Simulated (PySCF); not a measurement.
## Computed beside measured shifts

System: 18-crown-6 (C12H24O6), SMILES C1COCCOCCOCCOCCOCCO1.

Atom-mapped SMILES (hydrogens are numbered by the atom that bears them): [CH2:1]1[CH2:2][O:3][CH2:4][CH2:5][O:6][CH2:7][CH2:8][O:9][CH2:10][CH2:11][O:12][CH2:13][CH2:14][O:15][CH2:16][CH2:17][O:18]1

Level of theory: GIAO PBE0/pcSseg-1, IEF-PCM chloroform, PySCF SCF with an in-house response code, fitting set def2-universal-JFIT up to Ne and JKFIT beyond, grid level 2, non-relativistic, on the PBE0-D3(BJ)/def2-SVP geometry.

One optimised conformer. Values are averaged over the atoms that symmetry or fast rotation interchanges, on this one geometry and without vibrational averaging. Shifts are the reference shielding less the shielding here, at the same level (13C, 1H against isolated TMS; 17O against isolated H2O); nuclei without a reference have shieldings only.

Q: What shifts does this level give for H on 1/2/4/5/7/8/…, H on 1/2/4/5/7/8/…, H on 1/2/4/5/7/8/…, H on 1/2/4/5/7/8/…, H on 1/2/4/5/7/8/…, H on 1/2/4/5/7/8/…, H on 1/2/4/5/7/8/…, H on 1/2/4/5/7/8/…, H on 1/2/4/5/7/8/…, H on 1/2/4/5/7/8/…, H on 1/2/4/5/7/8/…, H on 1/2/4/5/7/8/…, C1/2/4/5/7/8/…, C1/2/4/5/7/8/…, C1/2/4/5/7/8/…, C1/2/4/5/7/8/…, C1/2/4/5/7/8/…, C1/2/4/5/7/8/…, C1/2/4/5/7/8/…, C1/2/4/5/7/8/…, and how do they compare with measurement?

A: 
| atom | nucleus | computed / ppm | measured / ppm | computed less measured | measured against | medium of the measurement |
| --- | --- | --- | --- | --- | --- | --- |
| H on 1/2/4/5/7/8/… | 1H | 3.54 | 3.57 | -0.03 | TMS | THF-d8 |
| H on 1/2/4/5/7/8/… | 1H | 3.54 | 3.59 | -0.05 | TMS | CD2Cl2 |
| H on 1/2/4/5/7/8/… | 1H | 3.54 | 3.67 | -0.13 | TMS | CDCl3 |
| H on 1/2/4/5/7/8/… | 1H | 3.54 | 3.36 | 0.18 | TMS | toluene-d8 |
| H on 1/2/4/5/7/8/… | 1H | 3.54 | 3.39 | 0.15 | TMS | C6D6 |
| H on 1/2/4/5/7/8/… | 1H | 3.54 | 3.41 | 0.13 | TMS | C6D5Cl |
| H on 1/2/4/5/7/8/… | 1H | 3.54 | 3.59 | -0.05 | TMS | acetone-d6 |
| H on 1/2/4/5/7/8/… | 1H | 3.54 | 3.51 | 0.03 | TMS | DMSO-d6 |
| H on 1/2/4/5/7/8/… | 1H | 3.54 | 3.51 | 0.03 | TMS | CD3CN |
| H on 1/2/4/5/7/8/… | 1H | 3.54 | 3.64 | -0.10 | TMS | TFE-d3 |
| H on 1/2/4/5/7/8/… | 1H | 3.54 | 3.64 | -0.10 | TMS | CD3OD |
| H on 1/2/4/5/7/8/… | 1H | 3.54 | 3.8 | -0.26 | DSS | D2O |
| C1/2/4/5/7/8/… | 13C | 71.4 | 71.34 | 0.1 | TMS | THF-d8 |
| C1/2/4/5/7/8/… | 13C | 71.4 | 70.47 | 0.9 | TMS | CD2Cl2 |
| C1/2/4/5/7/8/… | 13C | 71.4 | 70.55 | 0.9 | TMS | CDCl3 |
| C1/2/4/5/7/8/… | 13C | 71.4 | 70.86 | 0.5 | TMS | toluene-d8 |
| C1/2/4/5/7/8/… | 13C | 71.4 | 70.59 | 0.8 | TMS | C6D6 |
| C1/2/4/5/7/8/… | 13C | 71.4 | 70.55 | 0.9 | TMS | C6D5Cl |
| C1/2/4/5/7/8/… | 13C | 71.4 | 71.25 | 0.2 | TMS | acetone-d6 |
| C1/2/4/5/7/8/… | 13C | 71.4 | 69.85 | 1.6 | TMS | DMSO-d6 |

Measured values: Fulmer et al., Organometallics 2010, 29, 2176.
